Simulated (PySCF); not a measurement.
Compound: C6H10FNO.
Atom-mapped SMILES: `[CH2:1]=[CH:2][CH2:3][C@@H:4]([F:5])[C:6](=[O:7])[NH:8][CH3:9]` (hydrogens: H10, H11 on C1; H12 on C2; H13, H14 on C3; H15 on C4; H16 on N8; H17, H18, H19 on C9)

Structure used (PBE0-D3(BJ)/def2-SVP), in Å, numbered top down from 1:
```
atom  x, y, z in Å
C1     3.714    0.235   -0.124
C2     2.546    0.058   -0.741
C3     1.279   -0.345   -0.056
C4     0.150    0.648   -0.261
F5    -0.184    0.714   -1.606
C6    -1.068    0.278    0.579
O7    -0.957    0.128    1.781
N8    -2.215    0.147   -0.120
C9    -3.465   -0.191    0.503
H10    3.816    0.084    0.956
H11    4.612    0.531   -0.673
H12    2.476    0.218   -1.823
H13    0.930   -1.321   -0.439
H14    1.423   -0.452    1.029
H15    0.469    1.658    0.049
H16   -2.161    0.293   -1.120
H17   -3.859   -1.149    0.128
H18   -3.282   -0.283    1.582
H19   -4.224    0.590    0.336
```

The calculation used PySCF 2.14.0, PBE0-D3(BJ)/def2-SVP geometry optimisation, gas phase.

Take the most abundant isotopes and a rigid rotor. The values belong to one conformer with, in the numbering `[CH2:1]=[CH:2][CH2:3][C@@H:4]([F:5])[C:6](=[O:7])[NH:8][CH3:9]`, C1–C2–C3–C4 122°, C2–C3–C4–F5 63°, C3–C4–C6–O7 55°, C4–C6–N8–C9 180°.

Task: Give the principal moments of inertia and the rotational constants in GHz.

Result: Ia = 130.17, Ib = 629.11, Ic = 726.13 u·Å²; 505379 MHz·u·Å²/I gives 3883, 803.3 and 696.0 MHz, that is A = 3.8826, B = 0.8033, C = 0.6960 GHz.

Task: Classify the top.

Result: A near-prolate asymmetric top: κ = (2 × 803.3 − 3883 − 696.0)/(3883 − 696.0) = -0.93.

Task: What does the inertial defect say?

Result: Not planar: Δ = Ic − Ia − Ib = -33.15 u·Å². For a rigid frame Δ = −2 Σ m c², so Σ m c² = 16.57 u·Å² lies off the ab plane: 6.93 from hydrogen and 9.64 from heavier atoms. The atom farthest from that plane is 1.56 Å away.

Task: Give the other two planar moments, Paa and Pbb, and the rms extents of the mass along the axes.

Result: Paa = Σ m a² = (Ib + Ic − Ia)/2 = 612.53 and Pbb = Σ m b² = (Ia + Ic − Ib)/2 = 113.59 u·Å². With the mass M = 131.07 u, the rms extents √(P/M) along a, b and c are 2.16, 0.93, 0.36 Å.

Task: List the rotational levels J(Ka,Kc) to J = 3 (MHz).

Result: Above 0(0,0):
J = 1: 1(0,1) 1499, 1(1,1) 4579, 1(1,0) 4686
J = 2: 2(0,2) 4495, 2(1,2) 7470, 2(1,1) 7792, 2(2,1) 17030, 2(2,0) 17032
J = 3: 3(0,3) 8982, 3(1,3) 11805, 3(1,2) 12449, 3(2,2) 21528, 3(2,1) 21541, 3(3,1) 37194, 3(3,0) 37194

Task: Which lines would a microwave search look for?

Result: The dipole components are |μa| = 0.80 D, |μb| = 2.03 D, |μc| = 0.43 D. Intensities carry the squares of the components, which stand as 0.16 : 1.00 : 0.05 (a : b : c). Some lines, for components of 0.1 D or more:

```csv
type,branch,"J(Ka,Kc)",MHz,lower level (cm⁻¹)
a,Q,"3(1,2) ← 3(1,3)",644,0.394
a,R,"1(0,1) ← 0(0,0)",1499,0.000
c,Q,"4(1,4) ← 4(0,4)",2630,0.499
a,R,"2(0,2) ← 1(0,1)",2996,0.050
b,Q,"2(1,1) ← 2(0,2)",3297,0.150
b,Q,"5(1,4) ← 5(0,5)",4014,0.747
a,R,"3(2,1) ← 2(2,0)",4509,0.568
a,R,"4(2,2) ← 3(2,1)",6023,0.719
b,R,"3(1,3) ← 2(0,2)",7310,0.150
a,R,"5(0,5) ← 4(0,4)",7442,0.499
a,R,"5(3,3) ← 4(3,2)",7506,1.441
a,R,"5(2,3) ← 4(2,2)",7545,0.919
a,R,"5(1,4) ← 4(1,3)",7752,0.622
c,R,"3(1,2) ← 2(0,2)",7954,0.150
c,Q,"5(2,4) ← 5(1,4)",8605,0.881
c,Q,"4(2,3) ← 4(1,3)",8867,0.622
b,Q,"3(2,1) ← 3(1,2)",9092,0.415
b,Q,"3(2,2) ← 3(1,3)",9722,0.394
c,R,"5(1,4) ← 4(0,4)",11456,0.499
c,Q,"4(3,2) ← 4(2,2)",15633,0.919
b,R,"3(3,0) ← 2(2,1)",20164,0.568
b,R,"4(3,2) ← 3(2,1)",21655,0.719
b,Q,"5(4,1) ← 5(3,2)",21921,1.691
b,Q,"5(4,2) ← 5(3,3)",21923,1.691
c,Q,"4(4,1) ← 4(3,1)",21925,1.441
b,R,"5(3,2) ← 4(2,3)",23181,0.918
b,R,"4(4,0) ← 3(3,1)",27928,1.241
c,Q,"5(5,1) ← 5(4,1)",28191,2.422
```

Not checked by PBE0-D3(BJ)/def2-SVP frequencies. Constants of a rigid frame at the computed geometry: no zero-point averaging, no centrifugal distortion. A rigid rotor knows nothing of internal rotation, which can split or shift real lines. Quadrupole hyperfine structure (14N) is left out.
